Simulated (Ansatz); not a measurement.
Consider the ligand exchange at the Sn–Se bond: `[Cl][SnH]([Cl])[SeH]` + HCl → `[Cl][SnH]([Cl])[Cl]` + H₂Se.

Computed with Ansatz on PBE0-D4/def2-TZVP structures; ΔE is electronic, products minus reactants. CCSD(T)/CBS adds triple-zeta CCSD(T) − MP2 to the extrapolated MP2 energy (def2 sets, frozen cores). This one scheme is used for every species. def2 core potentials past Kr. For Se, Sn outer-core shells are correlated without core-valence functions, which leaves a few kJ/mol of doubt a bond. Scalar relativity is left out up to krypton. Each species was taken in one conformer, which may not be the lowest.

| species | SCS-MP2/def2-TZVPP energy (Eh) |
| --- | --- |
| `[Cl][SnH]([Cl])[SeH]` | -3534.42469 |
| HCl | -460.30218 |
| `[Cl][SnH]([Cl])[Cl]` | -1593.44905 |
| H₂Se | -2401.28007 |

Problem. Work out ΔE.

Solution. ΔE = (-1593.44905) + (-2401.28007) − (-3534.42469) − (-460.30218) = -0.00225 Eh = -0.06 eV. CCSD(T)/CBS gives -0.03 eV.

Largest T1 diagnostic among the species: 0.011.

The D4 term adds +0.04 eV with B3LYP and +0.02 eV with PBE0; it sums over pairs of atoms, weighted by their polarisabilities, and B3LYP, whose exchange is more repulsive, gets the larger term. Leaving LDA and LC-ωPBE aside and taking each functional with its dispersion term where it has one, the values, not all of them listed here, spread over 0.14 eV, from B97M-V to PBE-D4.

B3LYP here is the variant with VWN-RPA as its local correlation; programs differ in this.
